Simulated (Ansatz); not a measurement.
`OBC(F)[SiH3]` + H₂ → `OBC[SiH3]` + H–F  (hydrogenolysis of a C–F bond)

Program: Ansatz. Geometries: PBE0-D4/def2-TZVP. ΔE: electronic, gas phase. CCSD(T)/CBS is the MP2 limit (def2-TZVPP, def2-QZVPP) plus CCSD(T) − MP2 in def2-TZVPP, frozen cores. This one scheme is used for every species. DFT in def2-TZVPP. B3LYP here is the variant with VWN-RPA as its local correlation; programs differ in this. One conformer a species, not always the lowest.

(1) Is it downhill or uphill in electronic energy at CCSD(T)/CBS, and by how much? (Best estimate.)

(2) What do these levels give: PBE-D4, r2SCAN-D4, B3LYP-D4, r2SCAN, MP2/def2-QZVPP, SCS-MP2/def2-QZVPP? (Estimate.)

Largest T1 diagnostic among the species: 0.013.

## Answers

(1) Computed: Downhill: ΔE = -1.53 eV.

(2) The calculation gave: PBE-D4 -1.36, r2SCAN-D4 -1.38, B3LYP-D4 -1.35, r2SCAN -1.39, MP2/def2-QZVPP -1.62, SCS-MP2/def2-QZVPP -1.55 eV.

From PBE to PBE0 (25 % exact exchange), in def2-TZVPP and without D4, ΔE moves by −0.11 eV.
